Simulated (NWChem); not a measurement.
The numbers come from NWChem runs, not from measurements. System: H3Ga, charge 0, spin multiplicity 1, at a geometry optimised with B3LYP/def2-SVP. The structure started from a generated list of species. Level: MP2/def2-TZVP, 9 core orbitals frozen.

The NWChem input:

```
start mol
memory heap 200 mb stack 900 mb global 1100 mb
geometry units angstroms nocenter noautoz
  Ga     0.000000     0.000000     0.000001
  H      0.000000     0.000000     1.573530
  H      1.362700     0.000000    -0.786774
  H     -1.362700     0.000000    -0.786774
  symmetry group C2v
end
basis spherical
  * library def2-tzvp
end
scf
  rhf
  nopen 0
  maxiter 100
  thresh 1e-7
  semidirect memsize 60000000 filesize 0
end
mp2
  freeze core 9
end
task mp2 energy
```

NWChem printed:

```
             Northwest Computational Chemistry Package (NWChem) 7.3.0
             --------------------------------------------------------

                                NWChem Input Module
                                -------------------

 Scaling coordinates for geometry "geometry" by  1.889725989
 (inverse scale =  0.529177249)

 Turning off AUTOSYM since
 SYMMETRY directive was detected!

                             Geometry "geometry" -> ""
                             -------------------------

 Output coordinates in angstroms (scale by  1.889725989 to convert to a.u.)

  No.       Tag          Charge          X              Y              Z
 ---- ---------------- ---------- -------------- -------------- --------------
    1 Ga                  31.0000     0.00000000     0.00000000     0.00000100
    2 H                    1.0000     0.00000000     0.00000000     1.57353000
    3 H                    1.0000     1.36270000     0.00000000    -0.78677400
    4 H                    1.0000    -1.36270000     0.00000000    -0.78677400

 Effective nuclear repulsion energy (a.u.)      31.8584725412

            Nuclear Dipole moment (a.u.)
            ----------------------------
        X                 Y               Z
 ---------------- ---------------- ----------------
     0.0000000000     0.0000000000     0.0000245664

      Symmetry information
      --------------------

 Group name             C2v
 Group number             16
 Group order               4
 No. of unique centers     3

      Symmetry unique atoms

     1    2    3


 Summary of "ao basis" -> "" (spherical)
 ------------------------------------------------------------------------------
       Tag                 Description            Shells   Functions and Types
 ---------------- ------------------------------  ------  ---------------------
 *                         def2-tzvp                  on all atoms

 Summary of "ao basis" -> "ao basis" (spherical)
 ------------------------------------------------------------------------------
       Tag                 Description            Shells   Functions and Types
[...]
     1   1 0 0      0.000000      0.000000      0.000000
     1   0 1 0      0.000000      0.000000      0.000000
     1   0 0 1      0.000012      0.000000      0.000025

     2   2 0 0    -16.564400      0.000000     13.262585
     2   1 1 0     -0.000000      0.000000      0.000000
     2   1 0 1      0.000000      0.000000      0.000000
     2   0 2 0    -11.705821      0.000000      0.000000
     2   0 1 1     -0.000000      0.000000      0.000000
     2   0 0 2    -16.564434      0.000000     13.263016

                   NWChem MP2 Semi-direct Energy/Gradient Module
                   ---------------------------------------------

  Basis functions       =     66
  Molecular orbitals    =     66
  Frozen core           =      9
  Frozen virtuals       =      0
  Active alpha occupied =      8
  Active beta occupied  =      8
  Active alpha virtual  =     49
  Active beta virtual   =     49
  Use MO symmetry       = T
  Use skeleton AO sym   = T

  AO/Fock/Back tols     =   1.0D-09  1.0D-09  1.0D-09

 GA uses MA = F    GA memory limited = T

 Available:
  local mem=  1.26D+08
 global mem=  1.44D+08
 local disk=  0.00D+00
  mp2_memr nvloc                    49
  nvloc new                    49
   1 passes of   8:        4194304                      28478                   2954345.
   1 passes of   8: M    126150342           G      144170488           F     121956038.

 Semi-direct pass number   1 of   1  for RHF alpha+beta  at        0.6s
  vrange nnbf                  2211
  mp2_eaftype                    11  avail_ma_in_mb                  1099
 EAF : mp2_eaftype filesize          11    1477172.
  mp2_eaf for mointskh                     11
Node 0 wrote      6.9 Mb in      0.0 s     Agg I/O rate:  2291.1 Mb/s
 Done moints_semi at        1.8s
  mp2_eaftype                    11  avail_ma_in_mb                  1088
 EAF : mp2_eaftype filesize          11    1477172.
  mp2_eaf for kh                    11
 Done maket at        1.9s
 Done multipass loop at        1.9s

          -------------------------------------------
          SCF energy               -1924.963217294851
          Correlation energy          -0.233110064170
          Singlet pairs               -0.141847315878
          Triplet pairs               -0.091262748293
          Total MP2 energy         -1925.196327359022
          -------------------------------------------

          ---------------------------------------------------
                    Spin Component Scaled (SCS) MP2
          Same spin pairs                     -0.060841832195
          Same spin scaling factor             0.333333333333
          Opposite spin pairs                 -0.172268231975
          Opposite spin scaling fact.          1.200000000000
          SCS-MP2 correlation energy          -0.227002489102
          Total SCS-MP2 energy             -1925.190219783953
          ---------------------------------------------------

 -----------------------
 Performance information
 -----------------------

 Timer overhead =  9.64D-08 seconds/call

               Nr. of calls         CPU time (s)                 Wall time (s)                GFlops
             ---------------    -------------------     ------------------------------   -------------------
Name         Min   Avg   Max    Min     Avg     Max     Min     Avg     Max   Mx/calls   Min     Max     Sum
mp2: moin     1     1     1    1.3     1.3     1.3      1.3     1.3     1.3     1.3      0.0     0.0     0.0
mp2: make     1     1     1   2.96E-2 2.96E-2 2.96E-2  2.96E-2 2.96E-2 2.96E-2 2.96E-2   0.0     0.0     0.0
mp2: tota     1     1     1    1.3     1.3     1.3      1.3     1.3     1.3     1.3      0.0     0.0     0.0

 The average no. of pstat calls per process was 3.00D+00
 with a timing overhead of 2.89D-07s

 Task  times  cpu:        1.9s     wall:        1.9s

 Total times  cpu:        1.9s     wall:        1.9s
```
